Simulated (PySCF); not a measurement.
Cr+ (chromium, charge +1) across methods

[Ar] 3d4 4s1, high-spin 6D determinant (an excited configuration). Calculation: PySCF 2.14, in ANO-RCC-VTZP; the spin-free X2C one-electron Hamiltonian (Gaussian nucleus).

| method | E (hartree) | mean ε 3p β (eV) | mean ε 3d α (eV) | mean ε 4s α (eV) | Σ⟨r²⟩ (bohr²) | ⟨S²⟩ |
| --- | --- | --- | --- | --- | --- | --- |
| LDA | -1048.133 | -54.710 | -15.379 | -12.396 | 27.19 | 8.750 |
| PBEsol | -1049.142 | -54.521 | -15.217 | -12.180 | 27.18 | 8.750 |
| HSE06 | -1050.282 | -56.899 | -16.879 | -12.458 | 27.05 | 8.750 |
| UHF | -1049.40409 | -64.091 | -23.177 | -14.359 | 27.19 | 8.751 |
| PBE0 | -1050.260 | -57.280 | -17.308 | -12.771 | 27.04 | 8.750 |
| BHandHLYP | -1050.451 | -59.863 | -19.247 | -13.270 | 26.98 | 8.751 |
| PBE | -1050.230 | -54.565 | -15.203 | -12.131 | 27.19 | 8.750 |

Q: Estimate the same row for r2SCAN.

A: E (hartree) = -1050.436; mean ε 3p β (eV) = -55.310; mean ε 3d α (eV) = -15.614; mean ε 4s α (eV) = -12.367; Σ⟨r²⟩ (bohr²) = 26.98; ⟨S²⟩ = 8.751.
